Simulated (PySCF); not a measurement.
## How methods differ on the ionisation energy of Rh²⁺

Rh²⁺ [Kr] 4d7 (4F) → Rh³⁺ [Kr] 4d6 (5D), as a difference of total energies. Computed with PySCF 2.14 in def2-TZVPPD with the def2 core potential (28 electrons) (6s4p3d2f1g, 56 functions), with a scalar-relativistic core potential. Correlated levels: valence: 4s2 4p6 frozen. The calculations carry no spin-orbit coupling.

```tsv
method	ionisation energy (eV)
UHF	29.428
MP2 (valence)	30.709
SCS-MP2 (valence)	30.862
CCSD (valence)	30.656
CCSD(T) (valence)	30.701
```

How much does correlation contribute at CCSD(T) (valence)?

30.701 − (29.428) = 1.273 eV, measured against UHF.

The reference lies between the lowest fine-structure levels, while these numbers refer to the centres of the terms.

Errors of the correlated levels include the incompleteness of this basis and the frozen core.

For comparison: 31.06 eV (semi-empirical (NIST evaluation); NIST Atomic Spectra Database, ionization energies).
